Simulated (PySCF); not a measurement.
# [InH4]-: 2 charge schemes on one density

[InH4]- (charge -1).
Structure used (PBE0-D3(BJ)/def2-SVP), in Å, numbered top down from 1:
```xyz
5
InH4 angstrom
In     0.0000    0.0000    0.0001
H      0.0216   -0.0375    1.7914
H      1.6804   -0.0058   -0.6215
H     -0.8348    1.4842   -0.5546
H     -0.8672   -1.4409   -0.6154
```

Density: PBE0/pcSseg-1 (def2-TZVP on In) (PySCF); schemes: Mulliken and ESP-fitted. Isolated species at its PBE0-D3(BJ)/def2-SVP geometry, gas phase. Atoms past krypton carry effective core potentials; spin–orbit coupling is left out. The pcSseg-1 basis has no diffuse functions, a weakness for an anion.

Q: Give the atomic charges in each scheme.

A: In e:

```tsv
atom	environment	Mulliken	ESP-fitted
In1	indium bonded to 4 H	+0.145	+0.452
H2	hydrogen on In1	-0.286	-0.363
H3	hydrogen on In1	-0.286	-0.363
H4	hydrogen on In1	-0.286	-0.363
H5	hydrogen on In1	-0.286	-0.362
```

Mean size of the charges over all atoms: ESP-fitted 0.381 e, Mulliken 0.258 e. Each set sums to the total charge, -1, to within 0.001 e. The ESP scheme is a least-squares fit of atom-centred charges to the potential on four shells outside the van der Waals surface, with the total charge fixed. The Mulliken scheme gives each basis function's population to the atom it is centred on and halves the overlap population of two atoms between them.

Lowest charge. All schemes pick atoms of one kind: Mulliken H2, H3, H4 and H5 (-0.286); ESP-fitted H2, H3 and H4 (-0.363).

Highest charge. All schemes agree: Mulliken In1 (+0.145); ESP-fitted In1 (+0.452).

Q: Sum the charges by element, for elements with more than one atom.

A: 
```
element  atoms  Mulliken  ESP-fitted
      H      4    -1.145      -1.451
```

These values come from a run that also computed NMR shieldings. On x86-64 server, one thread, on a shared host, this took 1.4 s of wall time.
